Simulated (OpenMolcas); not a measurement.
**Ionisation energies of samarium**

```json
{
 "Program": "OpenMolcas",
 "Basis": "ANO-RCC-VDZP [7s6p4d2f1g]",
 "Scalar Hamiltonian": "DKH2, point nucleus",
 "Spin-orbit coupling": "RASSI with atomic mean-field integrals over the reference wave functions, term energies averaged over their components"
}
```

Active shells in each charge state: the valence f, s shells, with orbitals averaged over the low states. Where CASPT2's correlated closed shells are named, they are those of the first ion.

A. CASSCF
B. SS-CASPT2, IPEA 0.25 Eh, imaginary shift 0.1 Eh (closed shells correlated: 5s 5p)
C. SS-CASPT2, IPEA 0 Eh, imaginary shift 0.1 Eh (closed shells correlated: 5s 5p)
D. SS-CASPT2, IPEA 0.25 Eh, imaginary shift 0.1 Eh (closed shells correlated: 4d 5s 5p)

Energies in eV between the lowest computed levels, named as in B; reference values from the NIST Atomic Spectra Database with their kind.

| From | To | A | B | C | D | Spin-orbit share in B | Reference |
| --- | --- | --- | --- | --- | --- | --- | --- |
| Sm 4f⁶ 6s² ⁷F₀ | Sm+ 4f⁶ 6s ⁸F_1/2 | 4.595 | 5.367 | 5.262 | 5.320 | +0.017 | 5.644 (measured) |
| Sm+ 4f⁶ 6s ⁸F_1/2 | Sm2+ 4f⁶ ⁷F₀ | 10.268 | 10.904 | 10.933 | 10.968 | -0.018 | 11.078 (semi-empirical) |

Error against the reference values, in %:

```
From       Reference      A     B     C     D
  Sm        measured  -18.6  -4.9  -6.8  -5.7
 Sm+  semi-empirical   -7.3  -1.6  -1.3  -1.0
```

Absolute error against the one measured value: A 1.05 eV, B 0.28 eV, C 0.38 eV, D 0.32 eV. B lies closest.

The lowest level within the active space need not be the ion's true ground level.
